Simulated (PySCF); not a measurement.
**Ionisation energy of Cd⁺ by level of theory**

Cd⁺ [Kr] 4d10 5s1 [5s1/2^1, M_J = 1/2] → Cd²⁺ [Kr] 4d10, as a difference of total energies. Computed with PySCF 2.14 in x2c-TZVPPall-2c (8s9p7d2f1g, 93 functions), with the two-component X2C-1e Hamiltonian. Correlated levels: [Ar] 3d10 frozen; the 6 highest virtual spinors dropped. "Screened" scales the spin-orbit matrix elements by Boettger's factors to mimic the two-electron term; Breit and QED terms are absent.

```tsv
method	ionisation energy (eV)	error (eV)
GHF (spin-free)	15.570	-1.338
GMP2 (spin-free)	16.820	-0.088
GHF (screened spin-orbit)	15.572	-1.336
GMP2 (screened spin-orbit)	16.823	-0.085
```

Reference: 16.908 eV (measured; NIST Atomic Spectra Database, ionization energies).

Errors of the correlated levels include the incompleteness of this basis and the frozen core.
